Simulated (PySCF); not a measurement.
C4H6 (SMILES C1[C@H]2C[C@@H]12), singlet, geometry from GFN2-xTB; PBE0/def2-SV(P) in PySCF.

PySCF was given this input:
```python
from pyscf import gto, scf, dft

mol = gto.Mole()
mol.atom = '''
    C    -0.00784167    1.11611200    0.31081817
    C     0.00437126   -1.10877415    0.33611934
    C     0.74234133    0.00016550   -0.34377631
    C    -0.73861092   -0.00805308   -0.35162749
    H    -0.01393707    1.17992953    1.39377732
    H    -0.01059335    2.08133280   -0.18052822
    H    -0.00115845   -1.14801157    1.42025042
    H     0.01227604   -2.08489068   -0.13315037
    H     1.50009494   -0.00423893   -1.09685445
    H    -1.48824206   -0.02082279   -1.11269693
'''
mol.basis = 'def2-sv(p)'
mol.verbose = 4
mol.build()

mf = dft.RKS(mol)
mf.xc = 'pbe0'
mf.kernel()
```

What the program printed (banner, timings and long lists left out):

```
PySCF version 2.14.0

[INPUT] verbose = 4
[INPUT] num. atoms = 10
[INPUT] num. electrons = 30
[INPUT] charge = 0
[INPUT] spin (= nelec alpha-beta = 2S) = 0
[INPUT] symmetry False subgroup None
[INPUT] Mole.unit = angstrom
[INPUT] Symbol           X                Y                Z      unit          X                Y                Z       unit  Magmom
[INPUT]  1 C     -0.007841670000   1.116112000000   0.310818170000 AA   -0.014818608659   2.109146004341   0.587361215839 Bohr   0.0
[INPUT]  2 C      0.004371260000  -1.108774150000   0.336119340000 AA    0.008260484219  -2.095279477497   0.635173497770 Bohr   0.0
[INPUT]  3 C      0.742341330000   0.000165500000  -0.343776310000 AA    1.402821804645   0.000312749674  -0.649643074014 Bohr   0.0
[INPUT]  4 C     -0.738610920000  -0.008053080000  -0.351627490000 AA   -1.395772351413  -0.015218115659  -0.664479653968 Bohr   0.0
[INPUT]  5 H     -0.013937070000   1.179929530000   1.393777320000 AA   -0.026337245279   2.229743657987   2.633857413430 Bohr   0.0
[INPUT]  6 H     -0.010593350000   2.081332800000  -0.180528220000 AA   -0.020018530242   3.933148966074  -0.341148893555 Bohr   0.0
[INPUT]  7 H     -0.001158450000  -1.148011570000   1.420250420000 AA   -0.002189153229  -2.169427455132   2.683884322099 Bohr   0.0
[INPUT]  8 H      0.012276040000  -2.084890680000  -0.133150370000 AA    0.023198353494  -3.939872384858  -0.251617732685 Bohr   0.0
[INPUT]  9 H      1.500094940000  -0.004238930000  -1.096854450000 AA    2.834768597446  -0.008010416761  -2.072754509010 Bohr   0.0
[INPUT] 10 H     -1.488242060000  -0.020822790000  -1.112696930000 AA   -2.812369900459  -0.039349370249  -2.102692457344 Bohr   0.0

nuclear repulsion = 116.891230655797
number of shells = 36
number of NR pGTOs = 120
number of NR cGTOs = 68
basis = def2-sv(p)
ecp = {}

******** <class 'pyscf.dft.rks.RKS'> ********
method = RKS
initial guess = minao
damping factor = 0
level_shift factor = 0
DIIS = <class 'pyscf.scf.diis.CDIIS'>
diis_start_cycle = 1
diis_space = 8
diis_damp = 0
SCF conv_tol = 1e-09
SCF conv_tol_grad = None
SCF max_cycles = 50
direct_scf = True
direct_scf_tol = 1e-13
XC library pyscf.dft.libxc version 7.1.2
    S. Lehtola, C. Steigemann, M. J. T. Oliveira, and M. A. L. Marques,  SoftwareX 7, 1–5 (2018)
XC functionals = pbe0
    C. Adamo and V. Barone,  J. Chem. Phys. 110, 6158 (1999)
    M. Ernzerhof and G. E. Scuseria,  J. Chem. Phys. 110, 5029 (1999)
radial grids:
    Treutler-Ahlrichs [JCP 102, 346 (1995); DOI:10.1063/1.469408] (M4) radial grids

becke partition: Becke, JCP 88, 2547 (1988); DOI:10.1063/1.454033
pruning grids: <function nwchem_prune>
grids dens level: 3
symmetrized grids: False
atomic radii adjust function: <function treutler_atomic_radii_adjust>
small_rho_cutoff = 0
Set gradient conv threshold to 3.16228e-05
Initial guess from minao.
tot grids = 115320
init E= -156.318214786651
  HOMO = -0.296257110819385  LUMO = 0.0189981315530048  gap/eV = 8.57853
cycle= 1 E= -155.616948894419  delta_E= 0.701  |g|= 0.261  |ddm|= 3.23
  HOMO = -0.218188253306847  LUMO = 0.102305319588408  gap/eV = 8.72107
cycle= 2 E= -155.615420767545  delta_E= 0.00153  |g|= 0.288  |ddm|= 0.651
  HOMO = -0.263071030658502  LUMO = 0.0890449624618292  gap/eV = 9.58156
cycle= 3 E= -155.637414803178  delta_E= -0.022  |g|= 0.0136  |ddm|= 0.326
  HOMO = -0.262843037424146  LUMO = 0.0893276132177254  gap/eV = 9.58305
cycle= 4 E= -155.637450818462  delta_E= -3.6e-05  |g|= 0.00515  |ddm|= 0.0187
  HOMO = -0.26324558835888  LUMO = 0.0892658185143294  gap/eV = 9.59232
cycle= 5 E= -155.637455454346  delta_E= -4.64e-06  |g|= 0.00266  |ddm|= 0.00713
  HOMO = -0.262998597333242  LUMO = 0.0893279634187745  gap/eV = 9.58729
cycle= 6 E= -155.637457194085  delta_E= -1.74e-06  |g|= 8.32e-05  |ddm|= 0.00245
  HOMO = -0.262997300195075  LUMO = 0.0893196769233726  gap/eV = 9.58703
cycle= 7 E= -155.637457196196  delta_E= -2.11e-09  |g|= 1.89e-05  |ddm|= 0.000229
  HOMO = -0.262996433763564  LUMO = 0.0893220479089445  gap/eV = 9.58707
cycle= 8 E= -155.637457196305  delta_E= -1.09e-10  |g|= 4.1e-06  |ddm|= 5.35e-05
  HOMO = -0.262995945215398  LUMO = 0.0893220741732041  gap/eV = 9.58706
Extra cycle  E= -155.637457196308  delta_E= -3.13e-12  |g|= 2.66e-06  |ddm|= 2.23e-05
converged SCF energy = -155.637457196308
```
